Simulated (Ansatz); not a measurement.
The inner images of a band of BrGaH$_{4}$ (6 atoms, charge 0, multiplicity 1) are given out of order.

All numbers below come from RKS PBE0/def2-TZVP (Ansatz 0.2.0).

Initial state:

```xyz
6
Properties=species:S:1:pos:R:3
Ga 0.000 0.206 -0.001
H -0.009 0.753 1.474
H 1.359 0.102 -0.778
H -1.359 0.025 -0.766
Br 0.080 -2.522 0.963
H 0.086 -2.107 2.324
```

Final state:

```xyz
6
Properties=species:S:1:pos:R:3
Ga 0.022 -0.609 -0.300
H 0.010 0.306 2.121
H 1.409 0.078 -0.462
H -1.403 0.001 -0.444
Br 0.086 -2.885 0.056
H 0.032 -0.434 2.245
```

Put them in order from the first end to the last, with their energies above the first end.
A.
```xyz
6
Properties=species:S:1:pos:R:3
Ga 0.008 -0.049 0.021
H 0.013 0.113 1.667
H 1.416 0.115 -0.612
H -1.415 0.038 -0.595
Br 0.085 -2.603 1.058
H 0.048 -1.158 1.677
```
B.
```xyz
6
Properties=species:S:1:pos:R:3
Ga 0.003 0.113 0.033
H 0.003 0.443 1.582
H 1.375 0.113 -0.721
H -1.375 0.033 -0.705
Br 0.087 -2.637 1.016
H 0.062 -1.609 2.011
```
C.
```xyz
6
Properties=species:S:1:pos:R:3
Ga 0.014 -0.265 -0.048
H 0.017 0.009 1.757
H 1.420 0.145 -0.561
H -1.418 0.072 -0.544
Br 0.082 -2.628 0.885
H 0.041 -0.877 1.728
```
D.
```xyz
6
Properties=species:S:1:pos:R:3
Ga 0.021 -0.546 -0.227
H 0.011 0.182 2.002
H 1.403 0.132 -0.464
H -1.399 0.056 -0.449
Br 0.085 -2.795 0.322
H 0.035 -0.572 2.033
```
E.
```xyz
6
Properties=species:S:1:pos:R:3
Ga 0.019 -0.455 -0.148
H 0.015 0.066 1.878
H 1.406 0.162 -0.499
H -1.403 0.087 -0.484
Br 0.083 -2.699 0.615
H 0.037 -0.705 1.854
```

B (+0.058 eV), A (+0.152 eV), C (-0.273 eV), E (-0.870 eV), D (-1.072 eV).

Time of the run: 54 s on 4 threads of Arm Neoverse V2, with other jobs on the host, peak memory 0.27 GiB.
